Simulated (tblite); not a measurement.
Compound: C₆H₁₃Si (doublet state).
Numbering: `[CH2:1][CH2:2][CH2:3][Si@@H:4]1[CH2:5][C@H:6]1[CH3:7]` (hydrogens: H8, H9 on C1; H10, H11 on C2; H12, H13 on C3; H14 on Si4; H15, H16 on C5; H17 on C6; H18, H19, H20 on C7)

A start from a force field or distance geometry was refined with GFN2-xTB geometry optimisation, gas phase in tblite. Values at the start:

```tsv
coordinate	start
C1–C2	1.505 Å
C1–H8	1.086 Å
C2–C3	1.530 Å
C2–H10	1.095 Å
C2–H11	1.086 Å
C3–Si4	1.852 Å
C3–H12	1.100 Å
C3–H13	1.095 Å
Si4–C5	1.874 Å
Si4–C6	1.827 Å
Si4–H14	1.486 Å
C5–C6	1.487 Å
C5–H15	1.083 Å
C6–C7	1.483 Å
C6–H17	1.091 Å
C7–H18	1.103 Å
C1–C2–C3	111.1°
C2–C3–Si4	114.8°
C3–Si4–C5	113.1°
Si4–C5–C6	64.6°
Si4–C6–C5	68.0°
Si4–C6–C7	120.2°
C5–Si4–C6	47.3°
C5–C6–C7	120.1°
C2–C3–Si4–C5	-68°
C3–Si4–C5–C6	-111°
C3–Si4–C6–C5	94°
Si4–C5–C6–C7	-113°
```

**Question.** How do these coordinates change at the GFN2-xTB level?

**Answer.** 
```json
{"coordinate": "Si4–C6", "GFN2-xTB (Å or °)": "1.891", "change": "+0.064"}
{"coordinate": "C5–C6", "GFN2-xTB (Å or °)": "1.540", "change": "+0.053"}
{"coordinate": "C3–Si4", "GFN2-xTB (Å or °)": "1.892", "change": "+0.040"}
{"coordinate": "C1–C2", "GFN2-xTB (Å or °)": "1.467", "change": "-0.038"}
{"coordinate": "Si4–H14", "GFN2-xTB (Å or °)": "1.457", "change": "-0.029"}
{"coordinate": "C6–C7", "GFN2-xTB (Å or °)": "1.507", "change": "+0.024"}
{"coordinate": "C2–C3", "GFN2-xTB (Å or °)": "1.553", "change": "+0.023"}
{"coordinate": "C7–H18", "GFN2-xTB (Å or °)": "1.088", "change": "-0.015"}
{"coordinate": "C1–H8", "GFN2-xTB (Å or °)": "1.074", "change": "-0.012"}
{"coordinate": "Si4–C5", "GFN2-xTB (Å or °)": "1.884", "change": "+0.010"}
{"coordinate": "C3–H12", "GFN2-xTB (Å or °)": "1.091", "change": "-0.009"}
{"coordinate": "C2–H11", "GFN2-xTB (Å or °)": "1.092", "change": "+0.006"}
{"coordinate": "C6–H17", "GFN2-xTB (Å or °)": "1.086", "change": "-0.005"}
{"coordinate": "C3–H13", "GFN2-xTB (Å or °)": "1.091", "change": "-0.004"}
{"coordinate": "C2–H10", "GFN2-xTB (Å or °)": "1.092", "change": "-0.003"}
{"coordinate": "C5–H15", "GFN2-xTB (Å or °)": "1.081", "change": "-0.002"}
{"coordinate": "C3–Si4–C5", "GFN2-xTB (Å or °)": "119.5", "change": "+6.4"}
{"coordinate": "C5–C6–C7", "GFN2-xTB (Å or °)": "116.8", "change": "-3.3"}
{"coordinate": "C2–C3–Si4", "GFN2-xTB (Å or °)": "112.1", "change": "-2.7"}
{"coordinate": "Si4–C6–C5", "GFN2-xTB (Å or °)": "65.7", "change": "-2.3"}
{"coordinate": "Si4–C6–C7", "GFN2-xTB (Å or °)": "121.8", "change": "+1.6"}
{"coordinate": "Si4–C5–C6", "GFN2-xTB (Å or °)": "66.2", "change": "+1.6"}
{"coordinate": "C5–Si4–C6", "GFN2-xTB (Å or °)": "48.2", "change": "+0.9"}
{"coordinate": "C1–C2–C3", "GFN2-xTB (Å or °)": "110.4", "change": "-0.7"}
{"coordinate": "C2–C3–Si4–C5", "GFN2-xTB (Å or °)": "-88", "change": "-20"}
{"coordinate": "C3–Si4–C6–C5", "GFN2-xTB (Å or °)": "104", "change": "+10"}
{"coordinate": "C3–Si4–C5–C6", "GFN2-xTB (Å or °)": "-105", "change": "+6"}
{"coordinate": "Si4–C5–C6–C7", "GFN2-xTB (Å or °)": "-115", "change": "-2"}
```

The energy falls by 9.3 kcal/mol over 102 L-BFGS steps, the largest force on an atom goes from 2.31 to 0.009 eV/Å, and the atoms move by 0.327 Å rms after alignment. The bond that changes most is Si4–C6 (ends: silicon bonded to 3 C and H; carbon bonded to 2 C, Si and H), which lengthens by 0.064 Å. Bonds longer at the end by more than 0.005 Å: 7 of 20; shorter: 7. Among the dihedrals that turn most is H9–C1–C2–H10, from 86° to 158°. Rotational constants go from 6873, 907.2, 878.6 to 6982, 856.9, 836.0 MHz.

Hardware: one thread of an Arm Neoverse V2, on a shared host. Cost: 0.66 s of wall time.

Its GFN2-xTB frequencies are all real (lowest 39 cm⁻¹). 3 starts were optimised and ended at 0.00, 0.39 and 1.16 kcal/mol (GFN2-xTB); the lowest of these is shown.

One conformer stands for the species.

These are computed values.
